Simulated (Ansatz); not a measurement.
Species: ReF₂, net charge 0, sextet state. The spin state was set by rule; other spins were not relaxed. SMILES: [F][Re][F]
Geometry: optimised at B3LYP-D3(BJ)/def2-TZVP (Ansatz, a quantum-chemistry and plane-wave program).

Parts of the frozen-core correlation energy in def2-TZVPPD (Ansatz, hartree). Frozen orbitals: 6; correlated occupied orbitals by spin: 13 and 8; virtual: 120 and 125. Open shells are spin-unrestricted. Spin-orbit coupling is left out. Past Kr the def2 sets carry scalar-relativistic core potentials.

| term | value |
|---|---|
| reference (HF) | -276.60631 |
| MP2 opposite-spin | (withheld) |
| MP2 same-spin | (withheld) |
| CCSD correlation | -0.64909 |
| (T) | (withheld) |
| T1 diagnostic | 0.021 |
| largest doubles amplitude | 0.031 |
| <S^2> of the reference | 8.762 |

Question: Complete the blanks.

Answer: 
- MP2 opposite-spin, value: -0.43253
- MP2 same-spin, value: -0.21592
- (T), value: -0.02247
